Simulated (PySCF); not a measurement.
A GIAO shielding run with PySCF 2.14 (density fitting, non-relativistic, gas phase) on SMILES [F][Cu-]([F])([F])[F], [CuF₄]-:

```
{"job": {"kind": "nmr", "xc": "PBE0", "basis": {"default": "pcSseg-1", "Cu": "pcSseg-2"}}, "charge": -1, "multiplicity": 1}
Cu     0.000290     0.000290     0.000006
F      1.762685    -0.003577     0.001718
F     -0.001046     1.762687     0.002831
F     -1.762094     0.002703    -0.001699
F      0.000175    -1.762102    -0.002857
```

Hardware: 1 thread of an x86-64 server CPU, shared host. The job also computes population analyses, field gradients.

Task: How large is the calculation?

Result: 66 electrons, 141 basis functions and 654 auxiliary functions.

Task: How long does it take?

Result: 11 s of wall time, with 14 SCF cycles and 6 response iterations. Times on a shared host scatter by some tens of per cent.

Task: And these other runs on the same molecule and hardware: GIAO shielding at B3LYP/pcSseg-1 (pcSseg-2 on Cu); GIAO shielding at PBE/pcSseg-1 (pcSseg-2 on Cu); spin–spin coupling at PBE/pcJ-1 (pcSseg-1 on Cu)?

Result: B3LYP/pcSseg-1 (pcSseg-2 on Cu): 141 functions, 8.5 s; PBE/pcSseg-1 (pcSseg-2 on Cu): 141 functions, 15 s; PBE/pcJ-1 (pcSseg-1 on Cu): 153 functions, 13 s.
